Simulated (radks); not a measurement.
Question: Eu I, 63 electrons, occupied as [Xe] 4f7 6s2 (the NIST ground configuration). Calculated with a radial shooting solver on a logarithmic mesh with Libxc functionals: scalar-relativistic Kohn-Sham, RPBE, spin-polarised, spherical densities, finite nucleus; open shells are filled with parallel spins first (spin-orbit coupling, left out, can overturn this in heavy ions); Fermi nuclear charge, rms radius 5.1115 fm. Some entries of the table are withheld. Estimate them.

orbital,occ.,eigenvalue (eV),<1/r> (bohr^-1)
1s up,1,-48363.58,70.22
1s down,1,-48363.58,70.22
2s up,1,-7941.147,16.27
2s down,1,-7941.116,16.27
2p up,3,-7075.062,15.23
2p down,3,-7075.042,15.23
3s up,1,-1747.498,5.962
3s down,1,-1745.222,5.968
3p up,3,-1477.921,5.612
3p down,3,-1475.653,5.618
3d up,5,-1117.394,5.325
3d down,5,-1115.662,5.331
4s up,1,-348.4226,2.505
4s down,1,-342.8703,2.505
4p up,3,-259.7894,2.304
4p down,3,-254.2406,2.303
4d up,5,-136.3206,2.024
4d down,5,-130.7593,2.022
5s up,1,-45.7239,0.9640
5s down,1,-42.5163,0.9419
5p up,3,-24.5782,0.8089
5p down,3,-22.2320,0.7833
4f up,7,-4.1055,1.422
6s up,1,-3.6589,(1)
6s down,1,-3.4094,(2)
5d up,0,-1.7374,(3)
6p up,0,-1.2461,0.2042
6p down,0,-1.1716,0.1965
5d down,0,-1.1473,(4)

Answer: 
(1) 6s up <1/r> (bohr^-1): 0.2940
(2) 6s down <1/r> (bohr^-1): 0.2821
(3) 5d up <1/r> (bohr^-1): 0.4216
(4) 5d down <1/r> (bohr^-1): 0.3650
